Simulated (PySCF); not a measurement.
The vertical singlet excitations below were computed for one of the candidates. Level of theory: TDDFT CAM-B3LYP/def2-SVPD, vertical, gas phase, core orbitals frozen in the response (PySCF). Geometries: GFN2-xTB, one conformer each.

```csv
state,E (eV),λ (nm),f
S1,6.38,194.5,0.053
S2,6.61,187.6,0.123
S3,6.73,184.3,0.027
S4,6.83,181.6,0.0025
S5,6.95,178.5,0.0014
S6,7.11,174.4,0.019
S7,7.21,171.9,0.0025
S8,7.53,164.6,0.084
```

Triplets computed (Tamm–Dancoff): 4.21, 5.98, 6.30 eV.

Orbital energies (eV): HOMO-3 -9.99, HOMO-2 -9.80, HOMO-1 -9.70, HOMO -8.86, LUMO 0.63, LUMO+1 0.91, LUMO+2 1.24.

Task: Which structure fits? All have the formula C4H7ClSi.
A. `C[SiH2]C#CCCl`
B. `C[C@@H]1C=C1[SiH2]Cl`
C. `C1[SiH2]C(CCl)=C1`

Result: C. Its S1, at 6.38 eV, is the highest among the candidates; the nearest of the others has S1 at 5.57 eV. S1 is HOMO→LUMO (40%), HOMO-1→LUMO (40%). Löwdin shares by element: HOMO carbon 70% or more, chlorine 10% (atoms not listed hold the other 20%); LUMO carbon 58% or more, chlorine 20% (atoms not listed hold the other 22%). At the same level the other candidates give, for their lowest levels:
- `C[SiH2]C#CCCl`: 5.57 eV (f 0.000); 6.02 eV (f 0.055); 6.37 eV (f 0.000); 6.75 eV (f 0.001); 6.82 eV (f 0.010); T1 4.80 eV; HOMO -9.34, LUMO 0.25 eV
- `C[C@@H]1C=C1[SiH2]Cl`: 5.35 eV (f 0.001); 5.80 eV (f 0.152); 6.71 eV (f 0.004); 7.08 eV (f 0.008); 7.30 eV (f 0.013); T1 3.72 eV; HOMO -8.78, LUMO 0.14 eV

Shape of the structure used: `[Cl:1][CH2:2][C:3]1=[CH:4][CH2:5][SiH2:6]1`: Cl1–C2–C3–C4 119°.
